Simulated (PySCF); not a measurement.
# Fractional electron number in Pt²⁺ (platinum, charge +2)

The 5d beta orbital of [Xe] 4f14 5d8 is emptied in steps (occupation f), with all orbitals relaxed, ending at [Xe] 4f14 5d7. Computed with PySCF 2.14 in def2-TZVPPD with the def2 core potential (60 electrons), with scalar relativity through the core potential. The exact energy is a straight line in f; departures are measured from the line between the end points of the same method.

```json
{"f": "1", "BHandHLYP (eV)": "0.000", "wB97X (eV)": "0.000", "BLYP (eV)": "0.000"}
{"f": "0.75", "BHandHLYP (eV)": "-0.458", "wB97X (eV)": "-0.312", "BLYP (eV)": "-1.128"}
{"f": "0.5", "BHandHLYP (eV)": "-0.618", "wB97X (eV)": "-0.421", "BLYP (eV)": "-1.511"}
{"f": "0.25", "BHandHLYP (eV)": "-0.469", "wB97X (eV)": "-0.318", "BLYP (eV)": "-1.138"}
{"f": "0", "BHandHLYP (eV)": "0.000", "wB97X (eV)": "0.000", "BLYP (eV)": "0.000"}
```

```csv
method,E(f=0) − E(f=1) (eV),−ε at f=1 (eV),−ε at f=0.5 (eV)
BHandHLYP,31.031,28.611,31.004
wB97X,31.155,29.507,31.140
BLYP,31.307,25.320,31.281
```

Orbital energy along the path (eV):

| f | BHandHLYP | wB97X | BLYP |
| --- | --- | --- | --- |
| 1 | -28.611 | -29.507 | -25.320 |
| 0.75 | -29.789 | -30.309 | -28.276 |
| 0.5 | -31.004 | -31.140 | -31.281 |
| 0.25 | -32.258 | -31.999 | -34.325 |
| 0 | -33.570 | -32.802 | -37.396 |

Reference removal energy between the ground levels: 29 ± 1.6 eV (theoretical estimate listed by NIST; NIST Atomic Spectra Database, ionization energies). The calculation has no spin-orbit coupling. The determinant left behind need not be the lowest term of the ion.
